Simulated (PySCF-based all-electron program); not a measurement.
Values are calculated unless marked as measured or tabulated.
## InSbH₄, singlet: all-electron forces

Method: all-electron DFT (in-house code on PySCF), basis-limit composite values; the spin-free Dirac equation, no spin–orbit coupling, spin-restricted. Forces are good to about 0.030 eV/Å. Atoms are numbered as listed.

Shape A:

| atom | x (Å) | y (Å) | z (Å) |
| --- | --- | --- | --- |
| In | 0.0000 | 0.0000 | 0.0000 |
| Sb | 0.0000 | 0.0000 | 2.8180 |
| H | -0.0580 | 1.5103 | -0.8761 |
| H | -0.0580 | -1.5103 | -0.8761 |
| H | 1.2083 | 1.2296 | 2.7999 |
| H | 1.2083 | -1.2296 | 2.7999 |

PBE forces:

```
atom      Fx      Fy  Fz (eV/Å)
 In1  -0.031   0.000     -0.019
 Sb2   0.005   0.000     -0.034
  H3   0.012  -0.026      0.027
  H4   0.012   0.026      0.027
  H5   0.001   0.015     -0.001
  H6   0.001  -0.015     -0.001
```

Shape B:

```xyz
6

In    0.0000    0.0000    0.0000
Sb    0.0000    0.0000    3.0998
H    -0.0580    1.5103   -0.8761
H    -0.0580   -1.5103   -0.8761
H     1.2083    1.2296    3.0817
H     1.2083   -1.2296    3.0817
```

Against shape A, In1–Sb2 goes from 2.818 to 3.100 Å.

What forces does PBE give in shape B?



| atom | Fx | Fy | Fz (eV/Å) |
| --- | --- | --- | --- |
| In1 | -0.034 | 0.000 | 0.936 |
| Sb2 | -0.058 | 0.000 | -1.036 |
| H3 | 0.019 | 0.019 | 0.067 |
| H4 | 0.019 | -0.019 | 0.067 |
| H5 | 0.027 | 0.015 | -0.017 |
| H6 | 0.027 | -0.015 | -0.017 |

Shape C:

```tsv
atom	x (Å)	y (Å)	z (Å)
In	0.0000	0.0000	0.0000
Sb	0.0000	0.0000	2.5362
H	-0.0580	1.5103	-0.8761
H	-0.0580	-1.5103	-0.8761
H	1.2083	1.2296	2.5181
H	1.2083	-1.2296	2.5181
```

Against shape A, In1–Sb2 goes from 2.818 to 2.536 Å.

What forces does PBE give in shape C?



```tsv
atom	Fx	Fy	Fz (eV/Å)
In1	-0.046	0.000	-2.572
Sb2	0.110	0.000	2.575
H3	0.001	-0.072	-0.046
H4	0.001	0.072	-0.046
H5	-0.033	0.014	0.044
H6	-0.033	-0.014	0.044
```
